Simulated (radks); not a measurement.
Values are calculated unless marked as measured or tabulated.
Br1.9+, 33.1 electrons, occupied as [Ar] 3d10 4s2 4p(up 3, down 0.1) (fractional occupations, a model configuration).

Code: a radial shooting solver on a logarithmic mesh with Libxc functionals. Model: scalar-relativistic Kohn-Sham, r2SCAN, spin-polarised, spherical densities, finite nucleus; meta-GGA in the generalised Kohn-Sham scheme; Fermi nuclear charge, rms radius 4.1629 fm.

Energy parts (hartree):
total: -2605.72424
kinetic: 2662.24552
electron-nucleus: -6256.30907
Hartree: 1080.24492
exchange-correlation: -91.90561

Orbitals (lengths in bohr, moments of r in powers of bohr; r(90%) holds 90 % of the orbital's charge):
1s up: occ. 1; eigenvalue (hartree) -491.5528; <r^4> 0.00001565; r(90%) 0.0765
1s down: occ. 1; eigenvalue (hartree) -491.5405; <r^4> 0.00001564; r(90%) 0.0765
2s up: occ. 1; eigenvalue (hartree) -65.04048; <r^4> 0.003098; r(90%) 0.293
2s down: occ. 1; eigenvalue (hartree) -65.03835; <r^4> 0.003097; r(90%) 0.293
2p up: occ. 3; eigenvalue (hartree) -57.38854; <r^4> 0.002254; r(90%) 0.270
2p down: occ. 3; eigenvalue (hartree) -57.37950; <r^4> 0.002253; r(90%) 0.270
3s up: occ. 1; eigenvalue (hartree) -9.81084; <r^4> 0.1925; r(90%) 0.818
3s down: occ. 1; eigenvalue (hartree) -9.80047; <r^4> 0.1919; r(90%) 0.819
3p up: occ. 3; eigenvalue (hartree) -7.36453; <r^4> 0.2343; r(90%) 0.859
3p down: occ. 3; eigenvalue (hartree) -7.35197; <r^4> 0.2321; r(90%) 0.859
3d up: occ. 5; eigenvalue (hartree) -3.33574; <r^4> 0.4093; r(90%) 0.972
3d down: occ. 5; eigenvalue (hartree) -3.31810; <r^4> 0.3893; r(90%) 0.963
4s up: occ. 1; eigenvalue (hartree) -1.58001; <r^4> 12.96; r(90%) 2.35
4s down: occ. 1; eigenvalue (hartree) -1.42787; <r^4> 13.18; r(90%) 2.36
4p up: occ. 3; eigenvalue (hartree) -1.06102; <r^4> 23.75; r(90%) 2.74
4p down: occ. 0.1; eigenvalue (hartree) -0.90712; <r^4> 25.22; r(90%) 2.77

The highest occupied level is 4p down at -24.684 eV. The density falls to 0.001 e/bohr^3 at r = 3.53 bohr. The electron density at the nucleus is 4.496e+04 e/bohr^3 (large components only).
